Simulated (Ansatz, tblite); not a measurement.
Cost and result up the ladder for the cluster Ag₂H₂ (the lowest singlet isomer of a short search) (4 atoms). Total charge 0; singlet. Geometry: PBE0-D4/def2-TZVP.

```xyz
4

Ag   -0.4010    1.9217   -0.5403
Ag    0.0831   -0.6784    0.1702
H    -0.5403   -2.2018    0.2659
H     0.8582    0.9585    0.1042
```

Ansatz on 4 threads of Arm Neoverse V2 on a shared host; xTB runs through tblite on one thread. Times are rough, summed over both states, and most runs start from the orbitals of an earlier one. CCSD(T)/def2-TZVPP serves as the yardstick here, not as an exact answer. The other state is a doublet.

In the def2 sets Ag takes a core potential; there is no spin–orbit coupling. The xTB rows come from tblite. Correlated methods freeze no core orbitals; core or outer-core shells of Ag are correlated, in sets that lack core-valence functions. The structure comes from a short search, and lower isomers may exist.

Correlated methods converge slowly with the basis.

Raw xTB energies of ions are shifted by several eV.

| level | functions | wall time | vertical IE (eV) | difference from CCSD(T)/def2-TZVPP (eV) |
| --- | --- | --- | --- | --- |
| GFN2-xTB | 20 | 0.004 s | 13.39 | 5.29 |
| GFN1-xTB | 22 | 0.005 s | 13.38 | 5.28 |
| PBE-D4/def2-TZVP | 92 | 1.4 s | 8.32 | 0.22 |
| PBE0-D4/def2-TZVP | 92 | 2 s | 8.15 | 0.05 |
| r2SCAN-D4/def2-TZVP (with forces) | 92 | 3.7 s | 8.23 | 0.14 |
| CCSD(T)/def2-TZVPP | 140 | 2.7 min | 8.09 | 0.00 |
